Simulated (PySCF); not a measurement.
A calculated (CAM-B3LYP, PySCF 2.14, x2c-TZVPPall, scalar relativity by spin-free X2C-1e) atom or ion has these occupied shells.

```csv
shell,electrons,orbital energy (eV),"rms radius, mean of both spins (bohr)"
1s α,1,-43410.3,0.0269
1s β,1,-43410.2,0.0269
2s α,1,-7055.9,0.109
2s β,1,-7055.9,0.109
2p α,3,-6317.1,0.0977
2p β,3,-6317.1,0.0977
3s α,1,-1551.7,0.284
3s β,1,-1550.5,0.284
3p α,3,-1316.9,0.284
3p β,3,-1315.7,0.284
3d α,5,-986.59,0.262
3d β,5,-985.53,0.262
4s α,1,-325.49,0.646
4s β,1,-322.16,0.646
4p α,3,-247.95,0.686
4p β,3,-244.49,0.686
4d α,5,-136.20,0.764
4d β,5,-132.33,0.764
5s α,1,-58.306,1.57
5s β,1,-56.494,1.57
5p α,3,-38.545,1.84
5p β,3,-37.119,1.84
4f α,4,-19.417,1.20
```

Problem. Name the element and its charge.

Solution. Nd²⁺ (neodymium, charge +2), in [Xe] 4f4, one real determinant.
